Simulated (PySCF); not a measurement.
# Exercise with solution: chemical shift, span and skew from a shielding tensor

B(F)(H)(SH) (BFH2S), SMILES FBS. Atoms are numbered in the order given.

```xyz
5

B     -0.5410    -0.6003     0.0000
F      0.2886    -1.6357     0.0000
H     -1.7146    -0.7912     0.0000
S      0.1764     1.0510     0.0000
H     -0.9995     1.6990     0.0000
```

The structure is a stationary point at B3LYP-D3(BJ)/def2-TZVP. One conformer was computed; it need not be the lowest.

GIAO shieldings from PBE0/pcSseg-2 (PySCF), non-relativistic, no solvent. The symmetric part of the tensor of F2 has the principal values 39.3, 107.6, 470.9 ppm. The same nucleus in CFCl3 has σ = 165.8 ppm at this level (PySCF, at its B3LYP-D3(BJ)/def2-TZVP geometry).

Question: Work out the isotropic shielding, the ¹⁹F shift against CFCl3, the span and the skew.

Answer: 
σ(iso) = (σ11 + σ22 + σ33)/3 = 205.9 ppm. δ = σ(ref) − σ(iso) = 165.8 − (205.9) = -40.1 ppm.
Span Ω = σ33 − σ11 = 431.6 ppm. Skew κ = 3(σ(iso) − σ22)/Ω = 0.68. Tumbling in solution averages the tensor to δ; in a static solid the shielding alone would spread this spin-1/2 line over Ω.
